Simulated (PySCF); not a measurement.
Se(F)(NMe2) (C₂H₆FNSe), SMILES F[Se]N(C)C. Atoms are numbered in the order given.

```xyz
11

Se    -0.7660    -0.4103     0.0000
F     -1.3319     1.2938     0.0000
N      0.9906    -0.2215     0.0000
C      1.6672     0.1814    -1.2261
C      1.6672     0.1814     1.2261
H      1.7127     1.2815    -1.3287
H      2.6980    -0.2110    -1.2243
H      1.1346    -0.2306    -2.0936
H      2.6980    -0.2110     1.2243
H      1.7127     1.2815     1.3287
H      1.1346    -0.2306     2.0936
```
Charge 0, spin multiplicity 1.

Geometry optimised at ωB97X-D3(BJ)/def2-SVP. This is a generated structure with no PubChem entry under its InChIKey; it may be hypothetical. The values are those of a single conformer.

Computed with PySCF with PBE/pcSseg-1.

GIAO shieldings, no solvent; atoms alike by connectivity are averaged. δ = σ(ref) − σ: ⁷⁷Se against Me2Se (σ = 1634.8 ppm); ¹⁹F against CFCl3 (σ = 133.6 ppm); ¹⁵N against NH3 (σ = 267.0 ppm); ¹³C against TMS (σ = 182.0 ppm); ¹H against TMS (σ = 31.49 ppm), references at their B3LYP-D3(BJ)/def2-TZVP geometries, non-relativistic.

```tsv
atoms	nucleus	count	δ (ppm)
Se1	⁷⁷Se	1	2143.3
F2	¹⁹F	1	[?]
N3	¹⁵N	1	140.2
C4, C5	¹³C	2	[?]
H6, H7, H8, H9, H10, H11	¹H	6	3.80
```

What belongs in the gaps? (The exact figures need the calculation; the answer reports its results.)


- C4, C5, δ (ppm): 57.4
- F2, δ (ppm): -288.4
